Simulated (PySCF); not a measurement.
## C₆ coefficients of unlike pairs at HSE06

Calculated with PySCF 2.14 from the dipole response of each species, C₆(A,B) = (3/π) ∫ α_A(iu) α_B(iu) du, in atomic units, from isotropic polarisabilities. For ions this is the dispersion term alone; charge-induced terms of lower order in 1/R come first.

| species | configuration | basis | relativity | α (bohr³) | C₆ (like pair) |
| --- | --- | --- | --- | --- | --- |
| Mn²⁺ | [Ar] 3d5 (6S) | aug-cc-pVTZ-DK (8s7p5d3f2g) | spin-free X2C | 3.909 | 11.57 |
| Xe | [Xe] (1S) | dyall-av2z (22s16p12d) | none | 26.14 | 275.6 |
| Te | [Kr] 4d10 5s2 5p4 (3P) | aug-cc-pwCVTZ-DK3 (10s9p7d4f1g) | spin-free X2C | 39.55 | 438.0 |
| Al⁺ | [Ne] 3s2 (1S) | x2c-QZVPPall with one added diffuse shell each of s, p, d, f type (10s7p5d3f1g) | spin-free X2C | 24.38 | 124.2 |

(1) Estimate C₆ for Al⁺ with Mn²⁺.

No spin-orbit coupling is included.

The other pairs:

```
    pair     C₆
Xe, Mn²⁺  52.50
  Te, Xe  343.4
Te, Mn²⁺  63.73
 Al⁺, Te  229.8
 Al⁺, Xe  175.7
```

Results:

(1) The integral gives 30.84. The combination rule 2 C_A C_B / (C_A α_B/α_A + C_B α_A/α_B) gives 31.22 and the geometric mean 37.91.
